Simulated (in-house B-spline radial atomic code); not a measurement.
The magnesium ion Mg³⁺ is squeezed into an impenetrable sphere of radius R (the orbitals vanish at R). All numbers are computed (scalar-relativistic (X2C) Hartree-Fock, spin-polarised, averaged over the determinants with the given up and down occupations; Fermi nucleus of rms radius 3.057 fm) with a B-spline radial code for spherical atoms, not measured.

Energies in eV above the free ion in [He] 2s2 2p5:

```csv
R (bohr),highest level (eV),[He] 2s2 2p5,[He] 2s1 2p6
7.48,-110,0,41
6.3,-110,0,41
5.02,-110,0,41
4.5,-110,1.927e-05,41
3.79,-110,0.0005845,41
3,-110,0.02952,41.04
2.58,-110,0.2243,41.28
2.19,-109,1.405,42.65
1.88,-107,5.821,47.52
1.48,-96.4,34.95,77.87
```

(1) Does [He] 2s1 2p6 fall below [He] 2s2 2p5 under compression?

Results:

(1) No, it stays above over the whole range.
